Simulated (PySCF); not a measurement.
Compound: C₄H₁₁OSi (doublet state).
Atom-mapped SMILES: `[CH3:1][CH:2][CH2:3][CH2:4][O:5][SiH3:6]` (hydrogens: H7, H8, H9 on C1; H10 on C2; H11, H12 on C3; H13, H14 on C4; H15, H16, H17 on Si6)

Cartesian coordinates in Å at the GFN2-xTB level; atoms count from 1:
```xyz
17
C4H11OSi angstrom
C     -1.9186    0.6229    0.9075
C     -1.5988   -0.6837    0.2989
C     -0.9177   -0.7597   -1.0112
C      0.6227   -0.7560   -0.8652
O      1.0392    0.4562   -0.3205
Si     2.4052    0.8591    0.4422
H     -2.6016    0.5133    1.7473
H     -1.0078    1.1141    1.2751
H     -2.3572    1.2980    0.1711
H     -1.6028   -1.5640    0.9204
H     -1.1910    0.0981   -1.6288
H     -1.1845   -1.6806   -1.5375
H      1.0868   -0.8901   -1.8516
H      0.9331   -1.5890   -0.2231
H      3.5581    0.8304   -0.4635
H      2.6839   -0.0566    1.5538
H      2.0440    2.1994    0.8742
```

The hyperfine couplings belong to this conformer and change with its torsions.

Theory: PySCF 2.14.0, UKS B3LYP, pcH-1 on C H O Si, non-relativistic, mean-field spin-orbit, GIAO. The structure is a single GFN2-xTB conformer in the gas phase; no vibrational or solvent corrections. The geometry wasn't refined by DFT: couplings that depend on bond lengths, twists or pyramidal angles can differ widely from those at the functional's own minimum. The SCF solution wasn't tested for stability.

(1) What is the g tensor, term by term?

(2) At 9.34 GHz, how far is the centre of the isotropic spectrum from where a free electron (g = 2.002319) resonates?

(3) Average each term over the three axes. Which is largest in size?

(4) What are the electron Larmor frequencies g μB B/h along the three axes at 3350 mT?

(5) In a frozen sample, at which fields do the three g values resonate at 9.5, 34, 94 and 263 GHz (hyperfine left aside), and which band first spreads them over more than twice a line width of 0.5 mT?

Answers

(1) 
```json
{"Δg (ppm)": "relativistic mass correction", "1": "-143", "2": "-143", "3": "-143"}
{"Δg (ppm)": "gauge correction", "1": "0", "2": "25", "3": "23"}
{"Δg (ppm)": "orbital Zeeman/spin–orbit", "1": "-45", "2": "496", "3": "743"}
{"Δg (ppm)": "total", "1": "-188", "2": "378", "3": "624"}
```

So g = 2.00213, 2.00270, 2.00294 and g_iso = 2.00259; the tensor is rhombic: the two nearest values differ by 30 % of g3 − g1. Axes: g3 points within 14° of the C2–H10 bond.

(2) B = hν/(g μB) with μB/h = 13.99624 MHz/mT gives 333.27 mT for the free electron and 333.23 mT at g_iso, 0.05 mT lower.

(3) The orbital-Zeeman/spin–orbit term 398, the mass correction -143 and the gauge correction 16 ppm, for a total of 271 ppm. The orbital-Zeeman/spin–orbit term is the largest in size. The mass correction is the same along every axis, so the anisotropy comes from the other two: their spans along these axes are 25 (gauge) and 788 ppm (orbital Zeeman/spin–orbit).

(4) 93.8748, 93.9013, 93.9128 GHz for g1, g2 and g3, a range of 38.0 MHz.

(5) 
| band | GHz | B(g3) mT | B(g2) mT | B(g1) mT | spread mT |
| --- | --- | --- | --- | --- | --- |
| X | 9.5 | 338.88 | 338.92 | 339.02 | 0.14 |
| Q | 34.0 | 1212.83 | 1212.98 | 1213.32 | 0.49 |
| W | 94.0 | 3353.11 | 3353.52 | 3354.47 | 1.36 |
| J | 263.0 | 9381.57 | 9382.73 | 9385.37 | 3.80 |

The spread grows in proportion to the frequency. W band is the first where it exceeds 1.0 mT.

The largest Mulliken spin populations are on C2 (+1.02), C1 (-0.08), C3 (-0.08) and H8 (+0.07). C2 is the only atom above +0.15. The positive populations add up to 1.21 and the negative ones to -0.21, together 2S = 1. The angles at C2 add up to 357.8°, so it is nearly planar; its axial dipolar tensor and the negative coupling of its proton fit spin in a p orbital normal to that plane.

The HOMO–LUMO gaps are 5.31 eV among the α and 6.61 eV among the β orbitals.

The run took 76 s (with the writing of density and orbital grids) on an Arm Neoverse V2 with one thread, no GPU, on a shared host, and the process peaked at 0.96 GiB of memory.
